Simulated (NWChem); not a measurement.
Two isomers of C$_{3}$H$_{6}$OSi, each optimised at PBE0/def2-SVP with NWChem. Flexible species stand in one conformer each, which need not be the lowest. 

A: C#CCO[SiH3]
B: C=CC(=O)[SiH3]

### Question
Which is lower in energy, by how much, and how do their other properties compare?

### Answer
B is lower by 11.2 kcal/mol in electronic energy; with zero-point energies, B − A = -11.4 kcal/mol.
```json
[
 {"": "highest occupied level (eV)", "A": "-7.70", "B": "-6.96"},
 {"": "orbital gap (eV)", "A": "7.89", "B": "4.79"},
 {"": "dipole (D)", "A": "1.15", "B": "2.32"},
 {"": "highest harmonic frequency (cm⁻¹)", "A": "3491", "B": "3279"},
 {"": "zero-point energy (kcal/mol)", "A": "48.2", "B": "48.1"}
]
```
